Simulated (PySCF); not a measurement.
Working out the ionisation energy of Mg⁺

Mg⁺ [Ne] 3s1 (2S) → Mg²⁺ [Ne] (1S). Computed with PySCF 2.14 in x2c-TZVPPall, with scalar relativity by spin-free X2C-1e. Frozen: 1s2. Energies in hartree (1 hartree = 27.21139 eV):

```json
{"part": "UHF", "Mg⁺ (lower)": "-199.669615", "Mg²⁺ (upper)": "-199.128158"}
{"part": "MP2 opposite-spin", "Mg⁺ (lower)": "-0.116366", "Mg²⁺ (upper)": "-0.113326"}
{"part": "MP2 same-spin", "Mg⁺ (lower)": "-0.045650", "Mg²⁺ (upper)": "-0.042779"}
```

Task: What does Hartree-Fock give?

Result: (-199.128158) − (-199.669615) = 0.541457 hartree = 14.734 eV.

Task: What do MP2 and SCS-MP2 (6/5 opposite-spin, 1/3 same-spin) give?

Result: The opposite-spin parts differ by 0.083 eV and the same-spin parts by 0.078 eV. MP2: 14.734 + (0.083) + (0.078) = 14.895 eV. SCS-MP2: 14.734 + 1.2 × (0.083) + (0.078)/3 = 14.860 eV.

Measured between the centres of the two terms (NIST): 15.035 eV, so MP2 (valence and next inner shell) is off by -0.140 eV.

What remains against the reference includes basis incompleteness, the frozen core and correlation beyond second order.
